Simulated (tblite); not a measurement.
technetium atom (Tc), sextet (GFN-xTB shapes and energies of metal compounds can be far from the true ones); GFN1-xTB in tblite 0.6.0.

Here is a job for tblite.
```
$ tblite run mol.xyz --method gfn1 --charge 0 --spin 5 --efield 0,0,0.1 --json tblite.json --no-restart

# file mol.xyz
1

Tc     0.00000000     0.00000000     0.00000000
```

Question: Predict the main parts of the log of this tblite run.

Answer: 
```
xTB calculator
 | screened Coulomb repulsion
 | Coulomb electrostatics
 |  * isotropic Klopman-Ohno-Mataga-Nishimoto electrostatics
 |  * onsite third-order electrostatics
 | DFT-D3(BJ) dispersion correction
 | Interactions (1)
 | [1] electric field

halogen bonding energy    0.0000000000000E+00 Eh
repulsion energy          0.0000000000000E+00 Eh
dispersion energy         0.0000000000000E+00 Eh
interaction energy        0.0000000000000E+00 Eh
number of electrons       7.0000000000000E+00 e
integral cutoff           3.9376726109289E+01 bohr

------------------------------------------------------------
  cycle        total energy    energy error   density error
------------------------------------------------------------
      1     -2.101962355991  -2.1019624E+00   7.8794845E-01
      2     -2.102934210440  -9.7185445E-04   5.8804447E-01
      3     -2.102761070862   1.7313958E-04   2.4015260E-01
      4     -2.103225681108  -4.6461025E-04   6.8887230E-02
      5     -2.103294436820  -6.8755712E-05   3.7633737E-02
      6     -2.103298651694  -4.2148745E-06   1.9947052E-02
      7     -2.103298766268  -1.1457368E-07   1.3121492E-02
      8     -2.103298868328  -1.0205951E-07   3.2408856E-03
      9     -2.103298874825  -6.4975305E-09   4.1239529E-04
     10     -2.103298874933  -1.0769652E-10   1.6790002E-06
------------------------------------------------------------

electronic energy        -2.1032988749329E+00 Eh
total energy             -2.1032988749329E+00 Eh

Post processing:
 | Mayer-Wiberg bond orders

[Info] JSON dump of results written to 'tblite.json'
```
